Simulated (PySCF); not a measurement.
## Deuteron quadrupole couplings in `FC1(F)CC[C@H]2C[C@@H]1C2`

Species: C7H10F2.
Numbering: `[F:1][C:2]1([F:3])[CH2:4][CH2:5][C@H:6]2[CH2:7][C@@H:8]1[CH2:9]2` (hydrogens: H10, H11 on C4; H12, H13 on C5; H14 on C6; H15, H16 on C7; H17 on C8; H18, H19 on C9)

Structure used (GFN2-xTB), in Å, numbered top down from 1:
```
atom  x, y, z in Å
F1     0.7863   -2.4619   -0.4595
C2     0.4371   -1.1682   -0.7522
F3     0.3903   -1.1456   -2.1210
C4     1.5247   -0.2248   -0.2330
C5     0.9803    1.1463    0.2007
C6    -0.4894    1.0497    0.5991
C7    -1.3042    0.5760   -0.6149
C8    -0.9374   -0.8511   -0.1823
C9    -0.7840   -0.3131    1.2485
H10    1.9894   -0.7300    0.6149
H11    2.2866   -0.1166   -1.0062
H12    1.0751    1.8646   -0.6161
H13    1.5772    1.5158    1.0361
H14   -0.8233    1.9484    1.1165
H15   -0.9657    0.8919   -1.5993
H16   -2.3689    0.7701   -0.5122
H17   -1.6319   -1.6664   -0.3806
H18   -1.7346   -0.3171    1.7762
H19   -0.0177   -0.7587    1.8779
```

Level: PBE0/pcSseg-1 (PySCF, non-relativistic); Q(2H) = 0.00286 b; rigid geometry, the same for H and D, with no vibrational averaging.

What are Vzz, η and χzz (234.96 MHz × Q × Vzz) at all hydrogens?

| atom | bonded to | bond length (Å) | Vzz (au) | η | χzz (kHz) |
| --- | --- | --- | --- | --- | --- |
| H10 | C4 | 1.091 | 0.3014 | 0.03 | 203 |
| H11 | C4 | 1.091 | 0.3033 | 0.02 | 204 |
| H12 | C5 | 1.092 | 0.3025 | 0.02 | 203 |
| H13 | C5 | 1.091 | 0.3054 | 0.02 | 205 |
| H14 | C6 | 1.089 | 0.3105 | 0.01 | 209 |
| H15 | C7 | 1.088 | 0.3107 | 0.02 | 209 |
| H16 | C7 | 1.087 | 0.3153 | 0.02 | 212 |
| H17 | C8 | 1.089 | 0.3084 | 0.02 | 207 |
| H18 | C9 | 1.087 | 0.3146 | 0.03 | 211 |
| H19 | C9 | 1.087 | 0.3148 | 0.02 | 212 |

Isolated species at its GFN2-xTB geometry, gas phase. GFN2-xTB bond lengths can be off by several hundredths of an ångström, more for odd bonds, and the gradients follow them. These gradients aren't converged with respect to the basis.
